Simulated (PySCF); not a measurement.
# Magnetisability: SMILES C/C=N/N=C/C=C, C5H8N2

Cartesian coordinates in Å; atom numbers follow the order of the lines, from 1:
```xyz
15

C     3.650   -0.086   -0.074
C     2.501    0.580   -0.001
C     1.222   -0.062    0.146
N     0.158    0.640    0.170
N    -1.038    0.279    0.443
C    -2.015   -0.014   -0.299
C    -3.373   -0.203    0.280
H     4.594    0.417   -0.192
H     3.682   -1.162   -0.020
H     2.476    1.659   -0.059
H     1.202   -1.151    0.228
H    -1.911   -0.133   -1.381
H    -3.741   -1.203    0.053
H    -4.068    0.514   -0.156
H    -3.344   -0.066    1.357
```

Computed, not measured: GIAO B3LYP/pcSseg-1 magnetisability, rotational g tensor and spin-rotation constants, non-relativistic, gas phase in PySCF. Geometry: GFN2-xTB.

(1) How diamagnetic is it, and how anisotropic?

(2) Split it along the inertial axes a, b, c into diamagnetic and paramagnetic parts about the centre of mass, with the quadrupole moment.

(3) And the rotational g tensor?

## Answers

(1) Isotropic -883 × 10⁻³⁰ J/T², or -53.2 × 10⁻⁶ cm³/mol; principal values -1013, -842, -793 × 10⁻³⁰ J/T², anisotropy 200 × 10⁻³⁰ J/T² (root of half the summed squared differences of the principal values). The susceptibility is in cgs units.

(2) 
```csv
axis,χ (10⁻⁶ cm³/mol),diamagnetic (10⁻⁶ cm³/mol),paramagnetic (10⁻⁶ cm³/mol),summed x² of all electrons (Å²),quadrupole Θ (D Å)
a,-48.2,-152.7,104.5,322.0,+8.46
b,-50.6,-1431.0,1380.4,20.7,-2.65
c,-60.8,-1454.0,1393.2,15.3,-5.80
```
Anisotropies 2χaa − χbb − χcc = +15.0 and 2χbb − χaa − χcc = +7.8 × 10⁻⁶ cm³/mol. Θ is traceless in Buckingham's convention.

(3) 
| axis | rotational constant (GHz) | g | nuclear part | electronic part |
| --- | --- | --- | --- | --- |
| a | 20.9605 | -0.2854 | 0.7441 | -1.0294 |
| b | 0.9192 | -0.0086 | 0.5875 | -0.5961 |
| c | 0.9056 | -0.0034 | 0.5893 | -0.5927 |

Asymmetric top; isotopes 12C, 1H, 14N; no vibrational averaging.
